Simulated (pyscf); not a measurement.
## `[Li][CH2]`, doublet

Gas-phase minimum from PySCF at ωB97X-D3(BJ)/def2-SVP, one conformer. Other isomers of Li–CH₂• were not searched in full and may lie lower. 

```
C
H 1 1.1106
H 1 1.1108 2 104.98
Li 1 1.9167 2 127.68 3 -179.96
```
Charge 0, spin multiplicity 2.

Properties at ωB97X-D3(BJ)/def2-SVP:

```json
{
 "harmonic_wavenumbers_unscaled": "399, 554, 725, 1374, 3023, 3082 cm⁻¹",
 "zero_point_energy": "13.1 kcal/mol",
 "rotational_symmetry_number": "2",
 "Entropy of this conformer at 298 K and 1 atm, rigid rotor and harmonic oscillator, modes under 100 cm⁻¹ raised to 100": "229.7 J/(mol K)",
 "dipole_moment": "5.31 D",
 "Spin expectation value S2": "0.753"
}
```

Single-point totals, which compare only within one level (frozen core for MP2 and CC):

```
level                   total energy (hartree)
----------------------  ----------------------
ωB97X-D3(BJ)/def2-TZVP               -46.77727
PBE/def2-TZVP                        -46.66429
r²SCAN/def2-TZVP                     -46.71836
B3LYP-D3(BJ)/def2-TZVP               -46.76334
PBE0-D3(BJ)/def2-TZVP                -46.67681
M06-2X/def2-TZVP                     -46.72453
ωB97M-D3(BJ)/def2-TZVP               -46.76093
UHF/def2-TZVPP                       -46.41634
MP2/def2-TZVPP                       -46.61165
CCSD/def2-TZVPP                      -46.63451
CCSD(T)/def2-TZVPP                   -46.64075
```

The CCSD(T) − MP2 part came from Ansatz, without density fitting, on the same reference. The frozen core leaves the outer d or s,p core shells of the metals and heavy elements correlated in the MP2 and CC values, and def2-TZVPP describes them poorly, so these totals are far from the basis limit.
